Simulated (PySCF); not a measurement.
## C₆ coefficients of unlike pairs at PBE

Calculated with PySCF 2.14 from the dipole response of each species, C₆(A,B) = (3/π) ∫ α_A(iu) α_B(iu) du, in atomic units, from isotropic polarisabilities. For ions this is the dispersion term alone; charge-induced terms of lower order in 1/R come first.

```json
{"species": "Sn²⁺", "configuration": "[Kr] 4d10 5s2 (1S)", "basis": "aug-cc-pVQZ-PP with one added diffuse shell each of s, p, d, f, g type with ECP28MDF (8s8p6d4f3g)", "relativity": "core potential", "α (bohr³)": "14.63", "C₆ (like pair)": "78.90"}
{"species": "Al²⁺", "configuration": "[Ne] 3s1 (2S)", "basis": "dyall-av2z (13s9p2d)", "relativity": "none", "α (bohr³)": "13.65", "C₆ (like pair)": "35.89"}
{"species": "Ne⁺", "configuration": "[He] 2s2 2p5 (2P)", "basis": "aug-cc-pwCVDZ (5s4p2d)", "relativity": "none", "α (bohr³)": "1.237", "C₆ (like pair)": "2.196"}
{"species": "P", "configuration": "[Ne] 3s2 3p3 (4S)", "basis": "aug-cc-pCVTZ-DK (8s7p5d3f)", "relativity": "spin-free X2C", "α (bohr³)": "27.28", "C₆ (like pair)": "204.4"}
```

Question: Estimate C₆ for Ne⁺ with Sn²⁺.

Answer: The integral gives 11.34. The combination rule 2 C_A C_B / (C_A α_B/α_A + C_B α_A/α_B) gives 10.61 and the geometric mean 13.16.

No spin-orbit coupling is included.

The other pairs:

```
      pair     C₆
   P, Al²⁺  84.12
   P, Sn²⁺  124.7
Al²⁺, Sn²⁺  49.89
    P, Ne⁺  15.95
 Ne⁺, Al²⁺  5.819
```
